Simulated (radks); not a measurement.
The fluorine ion F2+ inside a hard spherical wall (all orbitals vanish at R), configuration held at [He] 2s2 2p3 and not refilled when levels cross. Method: non-relativistic Kohn-Sham, PBEsol, spin-polarised, spherical densities, point nucleus; open shells are filled with parallel spins first; computed with a radial shooting solver on a logarithmic mesh with Libxc functionals. Eigenvalues in eV for spin up, with the zero of energy where the potential of the charges vanishes at infinity; a dash marks a level that is unbound or too diffuse for the functional's potential to be trusted. A positive occupied level is held by the wall or, in an anion where self-interaction has pushed it up, behind a barrier. The pressure on the wall is -dE/dV.

R (bohr)  E (hartree)  kinetic (hartree)    e(1s)    e(2s)    e(2p)  e(3s, empty)  e(3p, empty)  pressure (GPa)
free        -97.44000             97.236  -707.45  -70.081  -51.464             -             -               0
10          -97.44000             97.236  -707.45  -70.081  -51.464             -             -        < 0.0001
8           -97.44000             97.236  -707.45  -70.081  -51.464       -15.675             -        < 0.0001
7           -97.44000             97.236  -707.45  -70.081  -51.464       -15.629       -11.840        < 0.0001
4           -97.43932             97.245  -707.41  -70.053  -51.431       -11.603        -6.534           0.345
3.5         -97.43620             97.278  -707.25  -69.956  -51.317        -7.535        -2.041            2.48
2.5         -97.33257             98.005  -704.28  -68.021  -49.099        19.569        24.328             132
